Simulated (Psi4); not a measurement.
A run for Psi4: SAPT0/jun-cc-pV(D+d)Z on C3H7NO (a complex), monomers drawn apart or pushed together.

```
memory 2025 MB

molecule dimer {
0 1
C    -0.29343518    0.18842757   -0.30607764
N    -0.36187379    0.30994277   -1.44479654
H    -0.22674346    0.07381931    0.76549733
--
0 1
C     0.07562790   -1.36495848    3.13541108
O    -0.11835819   -0.11396992    2.50241921
C    -0.06583274    0.97857417    3.40066716
H    -0.70110237   -1.54998925    3.88613520
H     1.05711218   -1.41274476    3.62093367
H     0.01906316   -2.13236540    2.36532942
H    -0.84845244    0.89784578    4.16363980
H    -0.22417516    1.88584987    2.82022653
H     0.90969857    1.03364123    3.89729215
units angstrom
symmetry c1
no_reorient
no_com
}

set {
  basis jun-cc-pV(D+d)Z
  scf_type df
  freeze_core true
}

energy('sapt0')
```

Program output:

```
[...]
==> Input File <==

--------------------------------------------------------------------------
memory 2025 MB

molecule dimer {
0 1
C    -0.29343518    0.18842757   -0.30607764
N    -0.36187379    0.30994277   -1.44479654
H    -0.22674346    0.07381931    0.76549733
--
0 1
C     0.07562790   -1.36495848    3.13541108
O    -0.11835819   -0.11396992    2.50241921
C    -0.06583274    0.97857417    3.40066716
H    -0.70110237   -1.54998925    3.88613520
H     1.05711218   -1.41274476    3.62093367
H     0.01906316   -2.13236540    2.36532942
H    -0.84845244    0.89784578    4.16363980
H    -0.22417516    1.88584987    2.82022653
H     0.90969857    1.03364123    3.89729215
units angstrom
symmetry c1
no_reorient
no_com
}

set {
  basis jun-cc-pV(D+d)Z
  scf_type df
  freeze_core true
}

energy('sapt0')
--------------------------------------------------------------------------


   => Loading Basis Set <=

    Name: JUN-CC-PV(D+D)Z
    Role: ORBITAL
    Keyword: BASIS
    atoms 1, 4, 6 entry C          line   188 file jun-cc-pv_dpd_z.gbs
    atoms 2       entry N          line   222 file jun-cc-pv_dpd_z.gbs
    atoms 3, 7-12 entry H          line    60 file jun-cc-pv_dpd_z.gbs
    atoms 5       entry O          line   256 file jun-cc-pv_dpd_z.gbs

   => Loading Basis Set <=

    Name: JUN-CC-PV(D+D)Z
    Role: ORBITAL
    Keyword: BASIS
    atoms 1, 4, 6 entry C          line   188 file jun-cc-pv_dpd_z.gbs
    atoms 2       entry N          line   222 file jun-cc-pv_dpd_z.gbs
    atoms 3, 7-12 entry H          line    60 file jun-cc-pv_dpd_z.gbs
    atoms 5       entry O          line   256 file jun-cc-pv_dpd_z.gbs


  //>>>>>>>>>>>>>>>>>>>>>>>>>>>>>>>>>>>//
  //              Dimer HF             //
  //<<<<<<<<<<<<<<<<<<<<<<<<<<<<<<<<<<<//

   => Libint2 <=

    Primary   basis highest AM E, G, H:  7, 6, 3
    Auxiliary basis highest AM E, G, H:  7, 7, 4
    Onebody   basis highest AM E, G, H:  -, -, -
    Solid Harmonics ordering:            Gaussian


   => Loading Basis Set <=

    Name: JUN-CC-PV(D+D)Z
    Role: ORBITAL
    Keyword: BASIS
    atoms 1, 4, 6 entry C          line   188 file jun-cc-pv_dpd_z.gbs
    atoms 2       entry N          line   222 file jun-cc-pv_dpd_z.gbs
    atoms 3, 7-12 entry H          line    60 file jun-cc-pv_dpd_z.gbs
    atoms 5       entry O          line   256 file jun-cc-pv_dpd_z.gbs


         ---------------------------------------------------------
                                   SCF
               by Justin Turney, Rob Parrish, Andy Simmonett
                          and Daniel G. A. Smith
                              RHF Reference
                        1 Threads,   1931 MiB Core
         ---------------------------------------------------------

  ==> Geometry <==

    Molecular point group: c1
    Full point group: C1

    Geometry (in Angstrom), charge = 0, multiplicity = 1:

       Center              X                  Y                   Z               Mass
    ------------   -----------------  -----------------  -----------------  -----------------
         C           -0.293435180000     0.188427570000    -0.306077640000    12.000000000000
         N           -0.361873790000     0.309942770000    -1.444796540000    14.003074004430
         H           -0.226743460000     0.073819310000     0.765497330000     1.007825032230
         C            0.075627900000    -1.364958480000     3.135411080000    12.000000000000
         O           -0.118358190000    -0.113969920000     2.502419210000    15.994914619570
         C           -0.065832740000     0.978574170000     3.400667160000    12.000000000000
         H           -0.701102370000    -1.549989250000     3.886135200000     1.007825032230
         H            1.057112180000    -1.412744760000     3.620933670000     1.007825032230
         H            0.019063160000    -2.132365400000     2.365329420000     1.007825032230
         H           -0.848452440000     0.897845780000     4.163639800000     1.007825032230
         H           -0.224175160000     1.885849870000     2.820226530000     1.007825032230
         H            0.909698570000     1.033641230000     3.897292150000     1.007825032230

  Running in c1 symmetry.

  Rotational constants: A =      0.30573  B =      0.03584  C =      0.03283 [cm^-1]
  Rotational constants: A =   9165.42089  B =   1074.40484  C =    984.08379 [MHz]
  Nuclear repulsion =  157.783046463879316

  Charge       = 0
  Multiplicity = 1
  Electrons    = 40
  Nalpha       = 20
  Nbeta        = 20

  ==> Algorithm <==

  SCF Algorithm Type is DF.
  DIIS enabled.
  MOM disabled.
  Fractional occupation disabled.
  Guess Type is SAD.
  Energy threshold   = 1.00e-08
  Density threshold  = 1.00e-08
  Integral threshold = 1.00e-12

  ==> Primary Basis <==

  Basis Set: JUN-CC-PV(D+D)Z
    Blend: JUN-CC-PV(D+D)Z
    Number of shells: 61
    Number of basis functions: 125
    Number of Cartesian functions: 130
    Spherical Harmonics?: true
    Max angular momentum: 2
[...]
pulsion Energy =             83.6994354736696096
    One-Electron Energy =                -375.0422013775528853
    Two-Electron Energy =                 137.2606327247228819
    Total Energy =                       -154.0821331791603939

Computation Completed


Properties will be evaluated at   0.000000,   0.000000,   0.000000 [a0]

Properties computed using the SCF density matrix


 Multipole Moments:

 ------------------------------------------------------------------------------------
     Multipole            Electronic (a.u.)      Nuclear  (a.u.)        Total (a.u.)
 ------------------------------------------------------------------------------------

 L = 1.  Multiply by 2.5417464519 to convert [e a0] to [Debye]
 Dipole X            :          1.3767171           -1.2773615            0.0993556
 Dipole Y            :          8.4551494           -8.5185599           -0.0634105
 Dipole Z            :       -150.5449628          151.1580209            0.6130581
 Magnitude           :                                                    0.6242857

 ------------------------------------------------------------------------------------

  Constructing Basis Sets for SAPT...

   => Loading Basis Set <=

    Name: (JUN-CC-PV(D+D)Z AUX)
    Role: RIFIT
    Keyword: DF_BASIS_SAPT
    atoms 1, 4, 6 entry C          line   100 file jun-cc-pvdz-ri.gbs
    atoms 2       entry N          line   144 file jun-cc-pvdz-ri.gbs
    atoms 3, 7-12 entry H          line    30 file jun-cc-pvdz-ri.gbs
    atoms 5       entry O          line   188 file jun-cc-pvdz-ri.gbs

   => Loading Basis Set <=

    Name: (JUN-CC-PV(D+D)Z AUX)
    Role: JKFIT
    Keyword: DF_BASIS_ELST
    atoms 1, 4, 6 entry C          line   146 file jun-cc-pvdz-jkfit.gbs
    atoms 2       entry N          line   202 file jun-cc-pvdz-jkfit.gbs
    atoms 3, 7-12 entry H          line    70 file jun-cc-pvdz-jkfit.gbs
    atoms 5       entry O          line   258 file jun-cc-pvdz-jkfit.gbs


  //>>>>>>>>>>>>>>>>>>>>>>>>>>>>>>>>>>>//
  //               SAPT0               //
  //<<<<<<<<<<<<<<<<<<<<<<<<<<<<<<<<<<<//



        SAPT0
    Ed Hohenstein
     6 June 2009

      Orbital Information
  --------------------------
    NSO        =       125
    NMO        =       125
    NRI        =       423
    NRI (Elst) =       556
    NOCC A     =         7
    NOCC B     =        13
    FOCC A     =         2
    FOCC B     =         3
    NVIR A     =       118
    NVIR B     =       112

    Elst10,r            =    -0.022508091079 [Eh]
    Exch10              =     0.025443458171 [Eh]
    Exch10 (S^2)        =     0.025019642635 [Eh]

    Maxiter = 50
    CPHF R converge = 1.000000E-08

    Iter     Energy [mEh]          dE [mEh]         Residual      Time [s]
       1      -3.05170722       3.051707217     1.113218e-02             0
       2      -3.22140632       0.169699104     3.909894e-03             0
       3      -3.45875039       0.237344071     4.069662e-04             0
       4      -3.44979424      -0.008956148     1.223403e-04             0
       5      -3.45066528       0.000871042     6.254004e-05             0
       6      -3.45129044       0.000625159     2.405527e-05             0
       7      -3.45096911      -0.000321332     4.244451e-06             0
       8      -3.45100107       0.000031957     5.020440e-07             0
       9      -3.45099972      -0.000001348     1.214079e-07             0
      10      -3.45099963      -0.000000094     2.018049e-08             0
      11      -3.45099970       0.000000074     5.020461e-09             0

    CHF Iterations converged

    Maxiter = 50
    CPHF R converge = 1.000000E-08

    Iter     Energy [mEh]          dE [mEh]         Residual      Time [s]
       1      -5.02495771       5.024957705     1.547474e-02             0
       2      -6.15680427       1.131846560     7.601215e-03             0
       3      -6.49475816       0.337953896     1.573646e-03             0
       4      -6.47758042      -0.017177739     4.038236e-04             0
       5      -6.46745668      -0.010123746     9.190796e-05             0
       6      -6.46821375       0.000757074     2.826983e-05             0
       7      -6.46881523       0.000601482     5.562676e-06             1
       8      -6.46871868      -0.000096555     1.025893e-06             1
       9      -6.46872023       0.000001553     2.067959e-07             1
      10      -6.46872208       0.000001848     3.292552e-08             1
      11      -6.46872185      -0.000000232     9.885279e-09             1

    CHF Iterations converged

    Ind20,r (A<-B)      =    -0.003450999701 [Eh]
    Ind20,r (B<-A)      =    -0.006468721846 [Eh]
    Ind20,r             =    -0.009919721547 [Eh]
    Exch-Ind20,r (A<-B) =     0.002444835926 [Eh]
    Exch-Ind20,r (B<-A) =     0.002985526557 [Eh]
    Exch-Ind20,r        =     0.005430362483 [Eh]
    Disp20              =    -0.006024391727 [Eh]
    Disp20 (SS)         =    -0.003012195864 [Eh]
    Disp20 (OS)         =    -0.003012195864 [Eh]
    Exch-Disp20         =     0.001101865066 [Eh]
    Exch-Disp20 (SS)    =     0.000628566972 [Eh]
    Exch-Disp20 (OS)    =     0.000473298094 [Eh]

    SAPT Results
  --------------------------------------------------------------------------------------------------------
    Electrostatics                -22.50809108 [mEh]     -14.12404039 [kcal/mol]     -59.09498499 [kJ/mol]
      Elst10,r                    -22.50809108 [mEh]     -14.12404039 [kcal/mol]     -59.09498499 [kJ/mol]

    Exchange                       25.44345817 [mEh]      15.96601105 [kcal/mol]      66.80179022 [kJ/mol]
      Exch10                       25.44345817 [mEh]      15.96601105 [kcal/mol]      66.80179022 [kJ/mol]
      Exch10(S^2)                  25.01964264 [mEh]      15.70006278 [kcal/mol]      65.68906269 [kJ/mol]

    Induction                      -8.68487989 [mEh]      -5.44984441 [kcal/mol]     -22.80214901 [kJ/mol]
      Ind20,r                      -9.91972155 [mEh]      -6.22471925 [kcal/mol]     -26.04422533 [kJ/mol]
      Exch-Ind20,r                  5.43036248 [mEh]       3.40760390 [kcal/mol]      14.25741474 [kJ/mol]
      delta HF,r (2)               -4.19552083 [mEh]      -2.63272907 [kcal/mol]     -11.01533841 [kJ/mol]

    Dispersion                     -4.92252666 [mEh]      -3.08893212 [kcal/mol]     -12.92409197 [kJ/mol]
      Disp20                       -6.02439173 [mEh]      -3.78036288 [kcal/mol]     -15.81703830 [kJ/mol]
      Exch-Disp20                   1.10186507 [mEh]       0.69143077 [kcal/mol]       2.89294633 [kJ/mol]
      Disp20 (SS)                  -3.01219586 [mEh]      -1.89018144 [kcal/mol]      -7.90851915 [kJ/mol]
      Disp20 (OS)                  -3.01219586 [mEh]      -1.89018144 [kcal/mol]      -7.90851915 [kJ/mol]
      Exch-Disp20 (SS)              0.62856697 [mEh]       0.39443173 [kcal/mol]       1.65030236 [kJ/mol]
      Exch-Disp20 (OS)              0.47329809 [mEh]       0.29699904 [kcal/mol]       1.24264397 [kJ/mol]

  Total HF                         -5.74951280 [mEh]      -3.60787375 [kcal/mol]     -15.09534378 [kJ/mol]
  Total SAPT0                     -10.67203946 [mEh]      -6.69680587 [kcal/mol]     -28.01943574 [kJ/mol]

  Special recipe for scaled SAPT0 (see Manual):
    Electrostatics sSAPT0         -22.50809108 [mEh]     -14.12404039 [kcal/mol]     -59.09498499 [kJ/mol]
    Exchange sSAPT0                25.44345817 [mEh]      15.96601105 [kcal/mol]      66.80179022 [kJ/mol]
    Induction sSAPT0               -8.40421911 [mEh]      -5.27372711 [kcal/mol]     -22.06527424 [kJ/mol]
    Dispersion sSAPT0              -4.86557829 [mEh]      -3.05319647 [kcal/mol]     -12.77457404 [kJ/mol]
  Total sSAPT0                    -10.33443031 [mEh]      -6.48495293 [kcal/mol]     -27.13304304 [kJ/mol]
  --------------------------------------------------------------------------------------------------------



*** Psi4 exiting successfully. Buy a developer a beer!
```

The run finished.

Cost: about 16 core-seconds (a rough figure).
